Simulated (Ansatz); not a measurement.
F2H6Si3 (`F[Si](F)([SiH3])[SiH3]`), relaxed with RKS PBE0-D4/def2-TZVP in Ansatz from a PBE-D4/def2-SVP geometry. The force threshold is 0.005 eV/Å; the program also tests the step.

The species carries charge 0 and has multiplicity 1.

Start:

```xyz
11

F    -1.904    0.357    1.179
Si   -0.378   -0.094    0.770
F     0.287   -0.758    2.117
Si   -0.523   -1.770   -0.881
Si    0.843    1.850    0.229
H    -1.174   -1.197   -2.111
H     0.863   -2.236   -1.234
H    -1.333   -2.933   -0.378
H     0.218    2.508   -0.971
H     0.842    2.809    1.387
H     2.259    1.465   -0.107
```

Task: How much energy does the relaxation release, and in how many steps? (Estimate.)

Result: Computed: 0.07 eV, in 5 steps.

Task: Which bonds change most? (Estimate.)

Result: The calculation gave: Si2–F3 from 1.643 to 1.601 Å; F1–Si2 from 1.643 to 1.601 Å; Si5–H9 from 1.505 to 1.487 Å; Si4–H6 from 1.505 to 1.487 Å.

Task: Give the relaxed structure. (An estimate is asked.)

Result: Ansatz gave: 
```xyz
11

F    -1.867    0.343    1.180
Si   -0.381   -0.095    0.778
F     0.263   -0.741    2.092
Si   -0.521   -1.759   -0.876
Si    0.838    1.838    0.228
H    -1.161   -1.184   -2.088
H     0.853   -2.211   -1.223
H    -1.319   -2.915   -0.389
H     0.218    2.478   -0.962
H     0.842    2.795    1.365
H     2.234    1.450   -0.105
```
